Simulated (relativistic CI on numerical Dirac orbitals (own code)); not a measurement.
## Hyperfine structure of Er⁴⁰⁺, mass number 167

Method of calculation: Dirac-Coulomb-Breit CI, separate exchange-only KLI orbitals for each configuration, QED by a radiative potential, unscaled Slater integrals (own radial code, finite nucleus).

Configuration list (outside the closed core [Ne]): 3s2 3p6 3d10, 3s2 3p6 3d9 4s, 3s2 3p6 3d9 4p, 3s2 3p6 3d9 4d, 3s2 3p5 3d10 4s, 3s2 3p6 3d9 4f, 3s2 3p5 3d10 4p, 3s2 3p6 3d8 4s2, 3s2 3p5 3d10 4d, 3s2 3p6 3d8 4s 4p, 3s 3p6 3d10 4s, 3s2 3p6 3d9 5s, 3s2 3p6 3d8 4p2, 3s2 3p6 3d8 4s 4d, 3s2 3p6 3d9 5p, 3s2 3p5 3d10 4f. Levels of other configurations are missing.

Nuclear spin I = 7/2, μ = -0.5623 μN, Q = 3.57 b (tables of Stone and Pyykkö). The electronic factors are computed for point nuclear moments, without core polarisation or the Bohr-Weisskopf and QED corrections.

```csv
Level,E (Ry),A (MHz),B (MHz)
3s2 3p6 3d9 4s 3D_3,90.508,-34340,-204000
3s2 3p6 3d9 4s 1D_2,90.629,25380,-160000
3s2 3p6 3d9 4s 3D_1,93.733,32150,-81500
3s2 3p6 3d9 4s 3D_2,93.813,-54180,-166000
3s2 3p6 3d9 4p 3P°_2,96.576,4518,-141000
3s2 3p6 3d9 4p 3F°_2,99.806,-22690,-148000
3s2 3p6 3d9 4p 3F°_4,101.404,-5481,117000
3s2 3p6 3d9 4p 1D°_2,101.541,-4931,-306000
```

Levels with J = 0, under 50 % of one LS term, or S terms without an open s electron are left out. Small factors come from cancelling terms and can be off by tens of per cent or more.

At this charge energies of transitions that change n are usually good to better than 1 %, and those within a shell (Δn = 0) to a few per cent.

Give the hyperfine levels of 3s2 3p6 3d9 4s 3D_3 relative to its centre of gravity.

With K = F(F + 1) − I(I + 1) − J(J + 1), E = AK/2 + B[¾K(K + 1) − I(I + 1)J(J + 1)]/[2I(2I − 1)J(2J − 1)]: F = 1/2: 354400, F = 3/2: 339300, F = 5/2: 304400, F = 7/2: 235100, F = 9/2: 111200, F = 11/2: -93700, F = 13/2: -411500 MHz.

LS names give the leading component of a level, which can be under half, so a name can repeat, a term be missing and a line seem to break the LS rules.
